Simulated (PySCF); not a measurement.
**Bromine: a sound run and one with changed settings**

Sound run: Br⁺ [Ar] 3d10 4s2 4p4, Br²⁺ [Ar] 3d10 4s2 4p3. Computed with PySCF 2.14 in def2-TZVP, with no relativity, point nucleus. In the sound run the correlated levels freeze [Ar] 3d10. The sound run starts from symmetry-adapted Hartree-Fock orbitals and uses a fine grid where one is needed.

A second run was set up differently.

```json
{"species": "Br⁺", "method": "UHF", "sound run (hartree)": "-2572.00262", "changed run (hartree)": "-2572.00262", "converged": "yes"}
{"species": "Br⁺", "method": "M06-L", "sound run (hartree)": "-2573.59189", "changed run (hartree)": "-2573.59189", "converged": "yes"}
{"species": "Br⁺", "method": "TPSS", "sound run (hartree)": "-2573.58066", "changed run (hartree)": "-2573.58066", "converged": "yes"}
{"species": "Br⁺", "method": "MP2", "sound run (hartree)": "-2572.10699", "changed run (hartree)": "-2572.09992", "converged": "yes"}
{"species": "Br⁺", "method": "CCSD(T)", "sound run (hartree)": "-2572.12992", "changed run (hartree)": "-2572.12992", "converged": "yes"}
{"species": "Br²⁺", "method": "UHF", "sound run (hartree)": "-2571.25806", "changed run (hartree)": "-2571.25806", "converged": "yes"}
{"species": "Br²⁺", "method": "M06-L", "sound run (hartree)": "-2572.81196", "changed run (hartree)": "-2572.81196", "converged": "yes"}
{"species": "Br²⁺", "method": "TPSS", "sound run (hartree)": "-2572.79348", "changed run (hartree)": "-2572.79348", "converged": "yes"}
{"species": "Br²⁺", "method": "MP2", "sound run (hartree)": "-2571.33760", "changed run (hartree)": "-2571.33213", "converged": "yes"}
{"species": "Br²⁺", "method": "CCSD(T)", "sound run (hartree)": "-2571.35531", "changed run (hartree)": "-2571.35531", "converged": "yes"}
```

Ionisation energy of Br⁺:

```csv
method,sound run (eV),changed run (eV)
UHF,20.261,20.261
M06-L,21.223,21.223
TPSS,21.420,21.420
MP2,20.936,20.892
SCS-MP2,21.005,20.960
CCSD,21.054,21.054
CCSD(T),21.078,21.078
```

(1) What was changed?
A. all electrons correlated in a valence basis
B. radial grid too coarse
C. a valence shell is frozen
D. level shift left on

Results:

(1) D. It used initial guess atom, at most 50 SCF cycles, level shift 0.1 hartree. A level shift leaves the converged SCF energy unchanged but raises the virtual orbital energies, which shrinks MP2 if it is not removed.
